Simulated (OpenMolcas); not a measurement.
Ta3+ (d2) in a complex was computed by CASSCF with the d shell active (OpenMolcas, ANO-RCC-VTZP on the metal). Its lowest spin-free states, and all those of the highest spin:

| 2S+1 | Degeneracy | E (cm-1) |
| --- | --- | --- |
| 3 | 3 | 0.0 |
| 1 | 3 | 8492 |
| 1 | 2 | 8628 |
| 3 | 3 | 16245 |
| 1 | 1 | 18836 |
| 3 | 3 | 23370 |
| 1 | 3 | 24920 |
| 1 | 3 | 26909 |
| 3 | 1 | 33843 |
| 1 | 2 | 42213 |
| 1 | 1 | 51992 |

Problem. Is the site octahedral, tetrahedral or cube-like, axial, or of lower symmetry?

Solution. The states with 2S+1 = 3 have orbital degeneracies 3, 3, 3, 1. Threefold states need a cubic site. For d2 at this spin an octahedron puts the threefold T1 below the threefold T2 and a tetrahedron or cube puts the single A2 below the threefold T2, so the site is octahedral. The run had Ta3+ with 6 ligands (bromide) in octahedral coordination (Oh) at 2.63 Å. A charge of +0.5 e stands 2.8 Å behind each ligand. Ligand basis ANO-RCC-VDZP.

An orbital triplet at a regular site is open to Jahn-Teller coupling, which can distort the site and quench the lowest spin-orbit gaps and is left out. Without dynamic correlation the repulsion within the d shell is too large (B by tens of per cent), so at a given field states of lower spin stand too high. The least metal-like active orbital is 75 % on the metal (Löwdin) and no ligand orbital is active, so the numbers are rough. With metal d orbitals alone the field can be off either way by tens of per cent. Ligand-to-metal charge-transfer states are missing. With no ligand orbital active B as a rule stays too high, so bands that hang on it stand too high and its fall with covalency is understated. No measured value stands beside these numbers; the geometry was imposed, not optimised, and the real ion may take another.
